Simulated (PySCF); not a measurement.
C2H4BFO2, SMILES COB(F)C=O. Atoms are numbered in the order given.

```xyz
10

C      0.0799    -1.9722     0.0000
O     -0.8489    -0.8944     0.0000
B     -0.5528     0.4055     0.0000
F     -1.5662     1.2750     0.0000
C      0.9263     1.0741     0.0000
O      1.9686     0.4541     0.0000
H      1.1167    -1.6124     0.0000
H     -0.1045    -2.5881     0.8929
H     -0.1045    -2.5881    -0.8929
H      0.9573     2.1973     0.0000
```

The structure is a stationary point at ωB97X-D3(BJ)/def2-SVP. The structure was generated by enumeration, and PubChem lists no compound with its InChIKey, so it may never have been made. The values are those of a single conformer.

Two levels are set side by side: PBE/pcSseg-1 (PySCF) and KT2/pcSseg-1 (PySCF). GIAO shifts against BF3 (¹¹B), CFCl3 (¹⁹F), H2O (¹⁷O), TMS (¹H), TMS (¹³C) at the same level; non-relativistic, no solvent, atoms listed together averaged. Differences are taken from unrounded values.

```csv
quantity,KT2,PBE,PBE minus KT2
δ(¹³C) of C1 (ppm),57.5,57.5,0.1
δ(¹⁷O) of O2 (ppm),124.9,134.1,9.2
δ(¹¹B) of B3 (ppm),-1.4,-2.6,-1.2
δ(¹⁹F) of F4 (ppm),-129.4,-116.8,12.7
δ(¹³C) of C5 (ppm),219.7,239.5,19.8
δ(¹⁷O) of O6 (ppm),852.0,939.5,87.5
δ(¹H) of H10 (ppm),11.13,11.80,0.67
```

Rough cost on one machine, each run with all the roots and properties that it gave: KT2 against PBE within a factor of 2.
